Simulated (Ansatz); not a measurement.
```xyz
2

N     0.0000    0.0000   -0.1413
H     0.0000    0.0000    0.9892
```

Basis set: cc-pVDZ (spherical functions). Correlated methods keep 1 orbital frozen. Charge 0, multiplicity 3.

Computed with Ansatz (development build ahead of 0.2.0); each method stands on the lowest determinant of its kind that the runs found.

Task: Give the atomization energy at this shape (free ground-state atoms in the same class of orbitals less the molecule, no zero-point energy) of triplet NH by UHF-MP2, UHF.

Result:

```json
{"method": "UHF-MP2", "atomization energy": "2.86 eV"}
{"method": "UHF", "atomization energy": "1.91 eV"}
```
